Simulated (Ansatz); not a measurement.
Geometry optimisation, RKS LDA/STO-3G (Ansatz).

The input (input.yaml):

```yaml
crystal:
  periodic: [false, false, false]
  atoms:
    - { symbol: Si, position_ang: [0.0, 0.0, 0.0] }
    - { symbol: O, position_ang: [0.0, 0.0, 1.68] }
    - { symbol: H, position_ang: [-0.9095, -0.2814, 2.0171] }
    - { symbol: C, position_ang: [1.7634, 0.0, -0.6227] }
    - { symbol: H, position_ang: [2.1111, -1.0463, -0.7509] }
    - { symbol: H, position_ang: [1.8119, 0.5276, -1.5981] }
    - { symbol: H, position_ang: [2.4154, 0.5187, 0.1108] }
    - { symbol: C, position_ang: [-0.8808, 1.5259, -0.6227] }
    - { symbol: H, position_ang: [-1.9334, 1.2723, -0.8671] }
    - { symbol: H, position_ang: [-0.8624, 2.3106, 0.1622] }
    - { symbol: H, position_ang: [-0.3704, 1.9025, -1.5336] }
    - { symbol: C, position_ang: [-0.8808, -1.5259, -0.6227] }
    - { symbol: H, position_ang: [-1.3804, -2.0377, 0.2261] }
    - { symbol: H, position_ang: [-1.6409, -1.2332, -1.3768] }
    - { symbol: H, position_ang: [-0.1449, -2.2146, -1.0879] }
basis:
  gaussian: { orbitals: STO-3G }
hamiltonian:
  xc: lda
relax:
  f_tol: 0.02
  max_steps: 40
```

Launched with:

```bash
$ ansatz run input.yaml --threads 1 --pin off --max-ram 2048MiB --backend cpu --events-out ev --progress --plain --runs-dir out
```

Q: Where does it end, and by what steps?

A: The forces met the threshold. The force dipped under the threshold on the way, but the program's further checks kept it going. Limits of this set-up: minimal basis. After 15 steps the energy has fallen by 0.210 eV; H13 moved furthest, 0.94 Å.

| step | energy less start (eV) | largest force component (eV/Å) | accepted |
| --- | --- | --- | --- |
| 0 | 0.0000 | 1.274 | yes |
| 1 | -0.1248 | 0.452 | yes |
| 2 | -0.1441 | 0.254 | yes |
| 3 | -0.1658 | 0.231 | yes |
| 4 | -0.1523 | 0.678 | no |
| 5 | -0.1757 | 0.051 | yes |
| 6 | -0.1823 | 0.134 | yes |
| 7 | -0.1835 | 0.355 | yes |
| 8 | -0.2016 | 0.046 | yes |
| 9 | -0.2058 | 0.044 | yes |
| 10 | -0.1885 | 0.701 | no |
| 11 | -0.2073 | 0.162 | yes |
| 12 | -0.2086 | 0.064 | yes |
| 13 | -0.2092 | 0.003 | yes |
| 14 | -0.2095 | 0.037 | yes |
| 15 | -0.2095 | 0.007 | yes |

```xyz
15
Properties=species:S:1:pos:R:3
Si 0.007 -0.052 0.008
O 0.149 -0.225 1.702
H -0.828 -0.279 2.014
C 1.760 0.051 -0.612
H 2.324 -0.856 -0.355
H 1.781 0.164 -1.704
H 2.285 0.909 -0.173
C -0.937 1.497 -0.460
H -1.976 1.463 -0.106
H -0.466 2.396 -0.039
H -0.962 1.611 -1.552
C -0.872 -1.511 -0.774
H -1.909 -1.597 -0.422
H -0.900 -1.397 -1.866
H -0.359 -2.455 -0.548
```

The run took 16 s on 1 thread of AMD EPYC 9R45 96-Core Processor (Zen 5), on a shared host, peak memory 0.14 GiB.
